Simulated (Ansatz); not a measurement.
Species: H3BO3, SMILES `OB(O)O` (charge 0, multiplicity 1), formula H₃BO₃.

**Question.** How many basis functions does frozen-core CCSD(T)/cc-pVTZ // PBE0-D4/def2-TZVP (Ansatz, a program for electronic structure) use, how many core orbitals are frozen, and how many electrons are correlated?

**Answer.** 162 basis functions and 4 frozen orbitals, which leaves 24 correlated electrons. Core time is of the order of minutes.
